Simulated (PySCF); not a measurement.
C₂H₃ (SMILES [CH-]=C), charge -1, singlet, geometry from GFN2-xTB, with bond 3-1 at 1.3 times its length. Base run: HF/aug-cc-pVDZ in PySCF.

Input for PySCF:
```python
from pyscf import gto, scf

mol = gto.Mole()
mol.atom = '''
    C     0.008565    0.135754    0.761527
    C    -0.006972    0.016243   -0.564634
    H     0.023529   -1.233634    1.391426
    H    -0.019553    0.919822   -1.202262
    H    -0.010080   -0.914179   -1.225161
'''
mol.basis = 'aug-cc-pvdz'
mol.charge = -1
mol.spin = 0
mol.verbose = 4
mol.build()

mf = scf.RHF(mol)
mf.kernel()
mf.analyze()
```

Variants of this job, named by their change:

```tsv
change	ΔE vs base (mEh)	SCF cycles
base	0.000	11
conv_tol = 1e-12	0.000	14
conv_tol = 1e-6	0.000	8
conv_tol_grad = 1e-7	0.000	14
DIIS = ADIIS	0.000	17
diis_space = 12	0.000	11
conv_tol = 1e-7	0.000	9
level_shift = 0.5 (with mf.max_cycle = 100)	0.000	22
conv_tol_grad = 1e-3	0.000	11
level_shift = 0.3 (with mf.max_cycle = 100)	0.000	17
conv_tol = 1e-11	0.000	12
diis_space = 4	0.000	11
init_guess = huckel	0.000	11
```
